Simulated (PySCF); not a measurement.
Ga(Br)(OH)(NH2) (BrGaH3NO), SMILES [NH2][Ga]([OH])[Br].

Coordinates come from a B3LYP-D3(BJ)/def2-SVP optimisation. The structure was generated by enumeration; whether it is a known compound was not checked. One conformer was computed; it need not be the lowest.

Two levels are set side by side: TDA-PBE/def2-SVPD (PySCF) and TDA-M06-2X/def2-SVPD (PySCF). Vertical, same geometry. The lowest singlet is HOMO→LUMO 99 % with PBE and HOMO→LUMO 88 % with the other functional; states are paired by order. Differences are taken from unrounded values.

```tsv
quantity	TDA-PBE
lowest singlet excitation (eV)	4.55
lowest triplet excitation (TDA) (eV)	4.23
first bright state (f over 0.05) (eV)	6.07
its oscillator strength	0.05
```

### Question
These are the TDA-PBE values. What does TDA-M06-2X give? (An estimate is asked for; the answer gives what the named calculation found.)

### Answer

| quantity | TDA-M06-2X | TDA-PBE minus TDA-M06-2X |
|---|---|---|
| lowest singlet excitation (eV) | 5.78 | -1.22 |
| lowest triplet excitation (TDA) (eV) | 5.40 | -1.18 |
| first bright state (f over 0.05) (eV) | 7.09 | -1.01 |
| its oscillator strength | 0.08 | -0.02 |

Functionals without exact exchange tend to place singlet excitations lower, as here. Differences between two approximate levels are no errors against the true value.

Rough cost on one machine, each run with all the roots and properties that it gave: TDA-M06-2X against TDA-PBE about 7 times.
